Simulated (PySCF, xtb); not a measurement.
Ti(H)3(SH) (H4STi), SMILES [TiH3][SH], multiplicity 1.

xtb with GFN2-xTB at its own geometry gives an orbital gap of 1.50 eV and a dipole moment of 1.73 D.

Geometry: ωB97X-D3(BJ)/def2-TZVP. The multiplicity is an assumed one; other spin states were not compared.

Task: What does PySCF with PBE/def2-TZVPD give? (Estimate from the structure and the level; the computed values follow.)

Result: gap 3.01 eV (levels -7.21 and -4.21 eV), dipole 0.77 D.
